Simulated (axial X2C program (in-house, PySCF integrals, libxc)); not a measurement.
# What spin–orbit coupling does to PBr⁻

Calculated with an in-house relativistic program for diatomic molecules. Spin-free means the one-electron spin-free X2C Hamiltonian; two-component (2c) means X2C with spin–orbit coupling and atomic mean-field two-electron Coulomb and Gaunt terms, so the difference of the two also holds small scalar two-electron terms. Basis: Br dyall-acv3z [9s10p7d5f1g], P dyall-av3z [9s8p3d2f] (cores contracted in-house); Gaussian nuclei, density fitting, unrestricted open shells. Masses: Br 78.918 u, P 30.974 u.

Spin-free state: M_S = 1/2, Λ = 1 (beyond evenly filled blocks: π+α, π+β, π-α); fragments Br- + P.

```json
{"level": "PBE0", "Re (Å)": "2.313", "ωe (cm⁻¹)": "336.3", "De (eV)": "0.717", "μ (D)": "-4.38"}
{"level": "HF", "Re (Å)": "2.369", "ωe (cm⁻¹)": "302.6", "De (eV)": "-0.699", "μ (D)": "-3.74"}
{"level": "MP2", "Re (Å)": "2.319", "ωe (cm⁻¹)": "338.1", "De (eV)": "0.393", "μ (D)": "n/a"}
{"level": "CCSD", "Re (Å)": "2.347", "ωe (cm⁻¹)": "318.5", "De (eV)": "0.404", "μ (D)": "n/a"}
{"level": "CCSD(T)", "Re (Å)": "2.349", "ωe (cm⁻¹)": "318.1", "De (eV)": "0.491", "μ (D)": "n/a"}
{"level": "PW91", "Re (Å)": "2.335", "ωe (cm⁻¹)": "321.9", "De (eV)": "0.908", "μ (D)": "-4.59"}
```

Correlated methods: 13 electrons correlated (number of frozen shells: Br 3 s, 2 p, 1 d; P 2 s, 1 p), 245 virtual spin orbitals or spinors in MP2, 90 natural virtuals in coupled cluster.

Dipoles are positive if P is the positive end and refer to the centre of mass.

Q: Within this multiplet, which Ω should lie lowest by the rule for regular and inverted multiplets?

A: The open π shell holds three electrons, one hole, so the multiplet is inverted: Ω = Λ + 1/2 = 3/2. The PBE0 2c search agrees, though Ω = 1/2 of the search lies only 0.05 eV higher.

Two-component determinant lowest at the distance of the search:

Ω = 3/2 (⟨Sz⟩ = 0.50, ⟨Lz⟩ = 1.00 at HF); fragments Br- + P.

| level | Re (Å) | ωe (cm⁻¹) | De (eV) | μ (D) |
| --- | --- | --- | --- | --- |
| PBE0 | 2.312 | 336.9 | 0.743 | -4.41 |
| HF | 2.368 | 303.1 | -0.679 | -3.75 |
| MP2 | 2.318 | 339.2 | 0.417 | n/a |
| CCSD | 2.346 | 319.1 | 0.426 | n/a |
| CCSD(T) | 2.347 | 318.8 | 0.515 | n/a |
| PW91 | 2.334 | 322.4 | 0.937 | -4.63 |

Q: From the two tables, how do the constants change at the CCSD(T) level (2c against spin-free)?

A: At the CCSD(T) level Re goes down by 0.002 Å and ωe increases by 0.7 cm⁻¹; De changes by 0.024 eV.

The state is one determinant whose occupation by symmetry is held fixed; it was picked as the lowest of a PBE0 search that is not exhaustive. Dissociation energies refer to the lowest single-determinant-based atoms at the same level and basis. Density functionals use the spin component along the axis (collinear). Coupled cluster ran in a truncated set of natural virtual spinors; the MP2 energy of the rest was added. (T) has no such correction and the atoms are truncated less, which lowers De at CCSD(T) by a hundredth of an eV or more. Without a current term, density functionals place determinants with orbital angular momentum somewhat too high. The atomic limit has a lower orbital projection than the molecule and lies lower at mean-field level, so De may be about a tenth of an eV too small. Some points did not converge and are left out. The highest occupied level of some functionals is positive through self-interaction error; at Hartree–Fock it is bound. The stretched end of a curve changes character and is left out. Hartree–Fock gets electron affinities wrong, so its lowest charge split need not be the true one.
